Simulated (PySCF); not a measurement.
# How methods differ on the excitation energy of Sn

Sn [Kr] 4d10 5s2 5p2 (3P) → Sn [Kr] 4d10 5s2 5p1 5d1 (high-spin determinant), as a difference of total energies. Computed with PySCF 2.14 in aug-cc-pVTZ-PP with one added diffuse shell each of d, f type with ECP28MDF (6s5p5d3f, 67 functions), with scalar relativity through the core potential. Correlated levels: valence: 4s2 4p6 4d10 frozen. The calculations carry no spin-orbit coupling.

| method | excitation energy (eV) |
| --- | --- |
| UHF | 5.219 |
| LDA | 5.226 |
| PBE | 5.038 |
| PBE0 | 5.206 |
| r2SCAN | 5.390 |
| CAM-B3LYP | 5.366 |
| wB97X | 5.397 |
| BHandHLYP | 5.259 |
| MN15 | 5.527 |
| MP2 (valence) | 5.389 |
| SCS-MP2 (valence) | 5.354 |

Question: How much does correlation contribute at MP2 (valence)?

Answer: 5.389 − (5.219) = 0.170 eV, measured against UHF.

The promoted electron is Rydberg-like, and one or two diffuse shells describe it only roughly, which tends to raise the upper state.

The determinant of the upper state mixes LS terms, which raises its energy above the lowest term, most at the Hartree-Fock and MP2 levels.
